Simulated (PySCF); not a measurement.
## Molecular orbitals of AsBr⁻

CAM-B3LYP at R = 2.446 Å; PySCF, no relativity, basis sets As def2-TZVPPD, Br def2-TZVPPD. State: ²Π (doublet), unpaired electrons π ↑. Only the outer orbitals are listed, counted within each symmetry.

```json
{"spin": "α", "orbital": "13σ", "occ.": "1", "ε (eV)": "-17.57", "on As (%)": "7", "main shells (%)": "93 Br s"}
{"spin": "α", "orbital": "14σ", "occ.": "1", "ε (eV)": "-11.42", "on As (%)": "86", "main shells (%)": "85 As s, 9 Br p"}
{"spin": "α", "orbital": "15σ", "occ.": "1", "ε (eV)": "-5.06", "on As (%)": "34", "main shells (%)": "65 Br p, 23 As p, 9 As s"}
{"spin": "α", "orbital": "7π", "occ.": "1", "ε (eV)": "-4.88", "on As (%)": "11", "main shells (%)": "89 Br p, 11 As p"}
{"spin": "α", "orbital": "7π", "occ.": "1", "ε (eV)": "-4.68", "on As (%)": "7", "main shells (%)": "93 Br p"}
{"spin": "α", "orbital": "8π", "occ.": "1", "ε (eV)": "-1.74", "on As (%)": "85", "main shells (%)": "83 As p, 12 Br p"}
{"spin": "α", "orbital": "8π", "occ.": "1", "ε (eV)": "-0.85", "on As (%)": "86", "main shells (%)": "84 As p, 9 Br p"}
{"spin": "α", "orbital": "16σ", "occ.": "0", "ε (eV)": "4.05", "on As (%)": "18", "main shells (%)": "92 Br p, 24 As p"}
{"spin": "α", "orbital": "17σ", "occ.": "0", "ε (eV)": "4.94", "on As (%)": "56", "main shells (%)": "52 As s, 44 Br p, 14 As d"}
{"spin": "α", "orbital": "9π", "occ.": "0", "ε (eV)": "5.03", "on As (%)": "-4", "main shells (%)": "104 Br p"}
{"spin": "β", "orbital": "13σ", "occ.": "1", "ε (eV)": "-17.49", "on As (%)": "6", "main shells (%)": "94 Br s"}
{"spin": "β", "orbital": "14σ", "occ.": "1", "ε (eV)": "-10.52", "on As (%)": "83", "main shells (%)": "82 As s, 13 Br p"}
{"spin": "β", "orbital": "15σ", "occ.": "1", "ε (eV)": "-4.88", "on As (%)": "36", "main shells (%)": "64 Br p, 22 As p, 13 As s"}
{"spin": "β", "orbital": "7π", "occ.": "1", "ε (eV)": "-4.65", "on As (%)": "7", "main shells (%)": "93 Br p"}
{"spin": "β", "orbital": "7π", "occ.": "1", "ε (eV)": "-4.55", "on As (%)": "4", "main shells (%)": "96 Br p"}
{"spin": "β", "orbital": "8π", "occ.": "1", "ε (eV)": "-0.60", "on As (%)": "86", "main shells (%)": "83 As p, 8 Br p"}
{"spin": "β", "orbital": "8π", "occ.": "0", "ε (eV)": "3.67", "on As (%)": "72", "main shells (%)": "69 As p, 17 Br p, 11 Br d"}
{"spin": "β", "orbital": "16σ", "occ.": "0", "ε (eV)": "4.11", "on As (%)": "13", "main shells (%)": "101 Br p, 21 As p"}
{"spin": "β", "orbital": "17σ", "occ.": "0", "ε (eV)": "5.04", "on As (%)": "59", "main shells (%)": "55 As s, 33 Br p, 16 As d"}
```

Task: Which are the highest filled and the lowest empty level, where do they sit, and how wide is the gap?

Result: Highest filled β 8π at -0.60 eV (in %: 83 As p, 8 Br p); lowest empty β 8π at 3.67 eV (in %: 69 As p, 17 Br p, 11 Br d); the gap at CAM-B3LYP is 4.27 eV. Both belong to one degenerate shell, split only by its one-sided filling, so this is no excitation gap. An empty level above zero is unbound, and its energy depends on the basis.

```
bond order (Mayer)                                                                                                 : 1.22
⟨S²⟩                                                                                                               : 0.754
charge on As (Mulliken, basis-dependent)                                                                           : -0.37
charge on As (Löwdin, basis-dependent)                                                                             : -0.36
dipole moment (positive dipole points towards Br; it is taken about the centre of mass and depends on that origin) : 1.19 D
polarisability along the bond                                                                                      : 98.8 bohr³
polarisability across the bond                                                                                     : 69.7 bohr³
```

Shares are Mulliken populations and can fall outside 0 to 100 %.

Spin–orbit coupling is left out. The state is the lowest determinant that a PBE0 search found; another state may lie lower at other levels.
